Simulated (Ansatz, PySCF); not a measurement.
Cl2GaHS, SMILES [SH][Ga]([Cl])[Cl]. Atoms are numbered in the order given.

```xyz
5

Ga     0.0113     0.0009    -0.0070
Cl     2.0418    -0.6366    -0.0698
Cl    -1.0541    -0.1777     1.8345
S     -0.9510     0.8155    -1.7841
H     -2.1199     1.0075    -1.1313
```

The structure is a stationary point at PBE0-D3(BJ)/def2-SVP. Other conformers were not sampled.

Two levels are set side by side: PBE-D3(BJ)/def2-SVP (Ansatz, a quantum-chemistry and plane-wave program) and PBE0-D3(BJ)/def2-SVP (Ansatz). Each level has its own optimised geometry; the coordinates shown are those of the second. Frequencies come from the Hessian of PySCF at each geometry. Differences are taken from unrounded values.

```
quantity                            PBE0-D3(BJ)  PBE-D3(BJ)  PBE-D3(BJ) minus PBE0-D3(BJ)
----------------------------------  -----------  ----------  ----------------------------
mean bond length (Å)                      1.949       1.966                         0.017
bond Ga1–Cl2 (Å)                          2.129       2.147                         0.018
bond Ga1–Cl3 (Å)                          2.135       2.153                         0.018
bond Ga1–S4 (Å)                           2.179       2.198                         0.019
bond S4–H5 (Å)                            1.353       1.364                         0.012
highest harmonic wavenumber (cm⁻¹)         2713        2614                           -99
mean harmonic wavenumber (cm⁻¹)             595         572                           -23
zero-point energy (kcal/mol)               7.66        7.37                         -0.30
```

Exact exchange shortens and stiffens bonds; PBE has none. Differences between two approximate levels are no errors against the true value.
